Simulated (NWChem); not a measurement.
System meant: C$_{3}$H$_{8}$BF; SMILES CCB(C)F

The following NWChem deck was run.

```
start job
memory heap 200 mb stack 900 mb global 1100 mb
geometry units angstroms noautoz
  B     -0.029749     0.557083    -0.003669
  F     -1.379124     0.520389    -0.003551
  C      0.645079     1.979376    -0.001990
  H      0.308595     2.556871     0.886510
  H      0.300599     2.563390    -0.883064
  H      1.751663     1.956878    -0.006769
  C      0.757593    -0.808130    -0.008176
  C     -0.064825    -2.099398     0.005041
  H      1.466202    -0.769097     0.853445
  H      1.440920    -0.772263    -0.890509
  H     -0.735459    -2.160704    -0.876079
  H     -0.713648    -2.156309     0.902676
  H      0.574924    -3.005227    -0.000446
end
basis spherical
  * library def2-svp
end
dft
  xc b3lyp
  iterations 4
  mulliken
end
task dft energy
```

End of the output:

```
    Atom       Charge   Shell Charges
 -----------   ------   -------------------------------------------------------
    1 B    5     5.04   1.96  0.53  0.22  1.37  0.60  0.35
    2 F    9     8.98   1.98  0.99  0.71  3.21  2.09  0.01
    3 C    6     6.14   1.96  0.58  0.31  1.90  1.33  0.05
    4 H    1     0.94   0.62  0.26  0.07
    5 H    1     0.95   0.62  0.26  0.07
    6 H    1     0.96   0.63  0.27  0.06
    7 C    6     6.12   1.96  0.59  0.30  1.92  1.27  0.07
    8 C    6     6.05   1.96  0.58  0.30  1.88  1.26  0.07
    9 H    1     0.95   0.62  0.26  0.06
   10 H    1     0.95   0.62  0.26  0.06
   11 H    1     0.97   0.64  0.27  0.06
   12 H    1     0.97   0.64  0.27  0.06
   13 H    1     0.98   0.64  0.28  0.06

 center of mass
 --------------
 x =  -0.14781266 y =   0.07290951 z =  -0.00024082

 moments of inertia (a.u.)
 ------------------
         562.955145063513          -0.000000000000           0.000000000000
          -0.000000000000         218.615116905943           0.000000000000
           0.000000000000           0.000000000000         747.953488129978

     Multipole analysis of the density
     ---------------------------------

     L   x y z        total         alpha         beta         nuclear
     -   - - -        -----         -----         ----         -------
     0   0 0 0     -0.000000    -20.000000    -20.000000     40.000000

     1   1 0 0      0.502547      0.251274      0.251274      0.000000
     1   0 1 0      0.060278      0.030139      0.030139     -0.000000
     1   0 0 1     -0.000416     -0.000208     -0.000208     -0.000000

     2   2 0 0    -25.088711    -69.569498    -69.569498    114.050286
     2   1 1 0      0.294413     -3.898598     -3.898598      8.091610
     2   1 0 1     -0.003115      0.014495      0.014495     -0.032104
     2   0 2 0    -23.499256   -180.207305   -180.207305    336.915353
     2   0 1 1      0.005352     -0.003891     -0.003891      0.013134
     2   0 0 2    -22.621781    -19.649015    -19.649015     16.676249

 ------------------------------------------------------------------------
 dft energy failed                                                                                  0
 ------------------------------------------------------------------------
 ------------------------------------------------------------------------
  current input line :
    26: task dft energy
 ------------------------------------------------------------------------
 ------------------------------------------------------------------------
 This type of error is most commonly associated with calculations not reaching convergence criteria
 ------------------------------------------------------------------------
 For more information see the NWChem manual at https://nwchemgit.github.io

0:dft energy failed:Received an Error in Communication
```

Q: Find the fault in this run and fix the input.

A: Convergence was not reached. Cause: the SCF was allowed too few iterations. This input runs:
```
start job
memory heap 200 mb stack 900 mb global 1100 mb
geometry units angstroms noautoz
  B     -0.029749     0.557083    -0.003669
  F     -1.379124     0.520389    -0.003551
  C      0.645079     1.979376    -0.001990
  H      0.308595     2.556871     0.886510
  H      0.300599     2.563390    -0.883064
  H      1.751663     1.956878    -0.006769
  C      0.757593    -0.808130    -0.008176
  C     -0.064825    -2.099398     0.005041
  H      1.466202    -0.769097     0.853445
  H      1.440920    -0.772263    -0.890509
  H     -0.735459    -2.160704    -0.876079
  H     -0.713648    -2.156309     0.902676
  H      0.574924    -3.005227    -0.000446
end
basis spherical
  B library def2-svp
  F library def2-svp
  C library def2-svp
  H library def2-svp
end
dft
  xc b3lyp
  iterations 150
  mulliken
end
task dft energy
```
It converges to -243.72996 Ha (B3LYP/def2-SVP).
